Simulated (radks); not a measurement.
All-electron atom: Pb3+ in [Xe] 4f14 5d10 6s1. All-electron calculation, scalar-relativistic Kohn-Sham, PBEsol, spin-polarised, spherical densities, point nucleus; open shells are filled with parallel spins first (spin-orbit coupling, left out, can overturn this in heavy ions). Program: a radial shooting solver on a logarithmic mesh with Libxc functionals.

Unscreened Slater integrals over Kohn-Sham orbitals (hartree). They are taken over the spin-up orbitals.

| integral | value |
|---|---|
| F0(6s,6s) | 0.43155 |
| F0(6s,5d) | 0.50504 |
| G2(6s,5d) | 0.11205 |
| F0(6s,5p) | 0.52799 |
| G1(6s,5p) | 0.043236 |
| F0(6s,4f) | 0.56440 |
| G3(6s,4f) | 0.017141 |
| F0(5d,5d) | 0.70496 |
| F2(5d,5d) | 0.36889 |
| F4(5d,5d) | 0.24625 |
| F0(5d,5p) | 0.78965 |
| F2(5d,5p) | 0.39811 |
| G1(5d,5p) | 0.48462 |
| G3(5d,5p) | 0.30147 |
| F0(5d,4f) | 0.90847 |
| F2(5d,4f) | 0.21880 |
| F4(5d,4f) | 0.10245 |
| G1(5d,4f) | 0.066230 |
| G3(5d,4f) | 0.065290 |
| G5(5d,4f) | 0.053119 |
| F0(5p,5p) | 0.92064 |
| F2(5p,5p) | 0.49639 |
| F0(5p,4f) | 1.1368 |
| F2(5p,4f) | 0.35073 |
| G2(5p,4f) | 0.12363 |
| G4(5p,4f) | 0.10754 |
| F0(4f,4f) | 2.0098 |
| F2(4f,4f) | 1.0102 |
| F4(4f,4f) | 0.64607 |
| F6(4f,4f) | 0.46848 |
